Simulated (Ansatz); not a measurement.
Species: dimethylsilane, C₂H₈Si, charge 0, multiplicity 1. 
Structure (B3LYP-D3(BJ)/def2-TZVP (Ansatz, a program for electronic structure) minimum search):
SMILES: C[SiH2]C
```xyz
11

Si     0.0842     0.5358     0.0835
C     -1.6066    -0.2779     0.0432
C      1.4496    -0.7206    -0.1988
H      0.1538     1.5883    -0.9636
H      0.2845     1.1995     1.3982
H     -1.7855    -0.7568    -0.9220
H     -1.6892    -1.0432     0.8180
H     -2.4007     0.4529     0.2074
H      1.4315    -1.4952     0.5709
H      1.3352    -1.2088    -1.1691
H      2.4330    -0.2473    -0.1754
```
Charge 0, spin multiplicity 1.

Basis-set convergence of Hartree-Fock and CCSD(T) correlation energies (hartree) with Ansatz. Correlated levels leave the core frozen unless marked. No spin-orbit coupling. No relativistic terms.

```
basis            functions       E(HF)  E(corr, CCSD(T))
---------------  ---------  ----------  ----------------
aug-cc-pV(D+d)Z        150  -369.35192          -0.48866
aug-cc-pV(T+d)Z        331  -369.38863          -0.56960
aug-cc-pV(Q+d)Z        617  -369.39667          -0.59169
```

Extrapolating the two largest sets (X = 3 and 4) as X^-3: E(corr) = (64·(-0.59169) - 27·(-0.56960))/37 = -0.6078 Eh, an estimate of the basis-set limit. The largest set recovers 97.3 % of it, the smallest 80.4 %.
